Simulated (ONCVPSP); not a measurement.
Reading a pseudo-wave (bromine (Br))

Columns: radius, all-electron u(r) and pseudo u(r) of the 3p shell (level -173.49 eV) of bromine in the configuration [Ne] 3s2 3p6 3d10 4s2 4p5; PBE, scalar-relativistic, ONCV scheme, ONCVPSP 4.0.1.

```csv
r (bohr),all-electron,pseudo
0.040,-0.3920,0.0273
0.080,-0.7391,0.1070
0.120,-0.7331,0.2321
0.160,-0.4647,0.3921
0.200,-0.0734,0.5739
0.240,0.3361,0.7632
0.280,0.7008,0.9454
0.320,0.9941,1.1083
0.360,1.2082,1.2419
0.400,1.3471,1.3394
0.440,1.4226,1.3992
0.480,1.4453,1.4210
0.520,1.4287,1.4098
0.560,1.3828,1.3706
0.600,1.3166,1.3098
0.640,1.2375,1.2341
0.680,1.1510,1.1496
0.720,1.0613,1.0607
0.760,0.9717,0.9713
0.800,0.8842,0.8839
0.840,0.8005,0.8002
0.880,0.7215,0.7213
0.920,0.6479,0.6477
0.960,0.5798,0.5796
1.000,0.5175,0.5173
1.040,0.4607,0.4605
```

(1) How many radial nodes do the two functions have?

(2) At about which radius was the pseudo-wave matched?

(3) Is the pseudo-wave norm-conserving?

Results:

(1) The all-electron 3p function has n − l − 1 = 1; the pseudo-wave has 0, since the states of the same l below it are removed with the core.

(2) 0.80 bohr, where the columns begin to agree (steps of 0.04 bohr).

(3) Yes: the ONCV scheme keeps the norm inside the radius equal to the all-electron one, which fixes the energy derivative of the logarithmic derivative at the level.
